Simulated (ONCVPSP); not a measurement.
Plane-wave convergence, ONCV potential for chromium

```json
{
  "Element": "chromium (Cr)",
  "Generator": "ONCVPSP 4.0.1",
  "Type": "optimised norm-conserving Vanderbilt (ONCV)",
  "Functional": "PBE",
  "Relativity": "scalar-relativistic",
  "Frozen core": "[Ne]",
  "Valence charge": "14",
  "Reference configuration": "3s2 3p6 3d5 4s1",
  "Partial waves": "3s+4s: rc 1.75 bohr, ncon 4, nbas 8, qcut 9 1/bohr, 2 projectors; 3p: rc 1.40 bohr, ncon 3, nbas 7, qcut 12.5 1/bohr, 2 projectors, debl 3.8 Ha; 3d: rc 1.55 bohr, ncon 5, nbas 10, qcut 8.6 1/bohr, 1 projector",
  "Local potential": "polynomial inside 1.25 bohr (lpopt 3, dvloc0 3 Ha)",
  "Core correction": "polynomial model core, fcfact 0.25"
}
```

For each optimised wave give the share of its norm inside rc, the residual kinetic energy above qcut (Ha) and the cutoffs (Ha) for errors of 10, 1, 0.1 and 0.01 mHa per electron.

```json
{"wave": "3s", "norm inside rc": "0.980", "residual KE": "6.2e-09", "10 mHa": "7.3", "1 mHa": "18.0", "0.1 mHa": "24.3", "0.01 mHa": "28.9"}
{"wave": "4s", "norm inside rc": "0.066", "residual KE": "5.3e-09", "10 mHa": "5.2", "1 mHa": "13.8", "0.1 mHa": "22.9", "0.01 mHa": "28.7"}
{"wave": "3p", "norm inside rc": "0.869", "residual KE": "1.6e-09", "10 mHa": "19.5", "1 mHa": "25.0", "0.1 mHa": "41.4", "0.01 mHa": "54.3"}
{"wave": "p projector 2", "norm inside rc": "0.080", "residual KE": "9.1e-10", "10 mHa": "17.9", "1 mHa": "23.7", "0.1 mHa": "29.3", "0.01 mHa": "49.7"}
{"wave": "3d", "norm inside rc": "0.640", "residual KE": "4.3e-04", "10 mHa": "29.1", "1 mHa": "34.7", "0.1 mHa": "98.8", "0.01 mHa": "162.0"}
```

The occupied waves need 35 Ha and 99 Ha for 1 and 0.1 mHa. 1 of 4 tests not solved or not reliable.
